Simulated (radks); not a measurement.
Results of a calculation; reference values are marked as such.
Mean orbital radii <r> (bohr) of neutral palladium, [Kr] 4d10, at several levels of relativity; Dirac values are averaged over j with weights 2j + 1. Spin-unpolarised spherical Kohn-Sham, PBE, point nucleus unless stated (finite: rms radius 4.5318 fm), a radial shooting solver on a logarithmic mesh with Libxc functionals. A level marked "c x" has the speed of light scaled by that factor and shares open shells by 2j + 1; other Dirac levels either fill j = l - 1/2 first or share by 2j + 1.

shell  non-rel.  Dirac, low j first  Dirac, 2j+1 shares, finite nucleus  Dirac, c x 2  change of magnitude, last against first (%)
1s      0.03310             0.03185                             0.03185       0.03280                                        -0.93
2s       0.1438              0.1380                              0.1380        0.1424                                        -1.00
2p       0.1229              0.1204                              0.1204        0.1223                                        -0.50
3s       0.3918              0.3790                              0.3790        0.3887                                        -0.80
3p       0.3842              0.3784                              0.3784        0.3827                                        -0.37
3d       0.3573              0.3577                              0.3577        0.3574                                        +0.02
4s       0.9777              0.9470                              0.9470        0.9701                                        -0.77
4p        1.058               1.044                               1.044         1.055                                        -0.33
4d        1.573               1.591                               1.591         1.578                                        +0.28
